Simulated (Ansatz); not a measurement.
Species: sum formula H$_{6}$SiN$_{3}$O (charge 0, doublet). It need not be the lowest isomer of its formula. SMILES: N[Si](N)(N)[O]
Structure (B3LYP-D3(BJ)/def2-TZVP (Ansatz, a first-principles code) minimum search):
```
Si
O 1 1.6263
N 1 1.6975 2 110.25
H 3 1.0052 1 121.95 2 -17.57
H 3 1.0053 4 113.64 1 172.98
N 1 1.7085 2 121.49 3 126.24
H 6 1.0078 1 121.46 2 66.63
H 6 1.0079 7 110.90 1 147.51
N 1 1.7446 2 95.93 3 -119.91
H 9 1.0104 1 117.77 2 66.16
H 9 1.0108 10 110.26 1 143.43
```
Charge 0, spin multiplicity 2.

Atomisation energy built up term by term with Ansatz (kcal/mol; UHF references for open shells; valence terms freeze the core; atomic spin-orbit terms are left out). CBS(X,Y): correlation extrapolated as X^-3; Hartree-Fock from the larger set.

| term | basis | kcal/mol |
|---|---|---|
| Hartree-Fock | cc-pV(Q+d)Z | 625.75 |
| CCSD correlation | CBS(cc-pV(T+d)Z,cc-pV(Q+d)Z) | (withheld) |
| (T) | CBS(cc-pV(T+d)Z,cc-pV(Q+d)Z) | (withheld) |
| core correlation | cc-pwCVTZ | 2.66 |
| scalar relativity (X2C) | cc-pVTZ-DK against cc-pVTZ | -1.86 |
| sum: De |  | (withheld) |

**Question.** Some entries are withheld; supply them.

**Answer.** 
- CCSD correlation, kcal/mol: 294.23
- (T), kcal/mol: 18.46
- sum: De, kcal/mol: 939.2
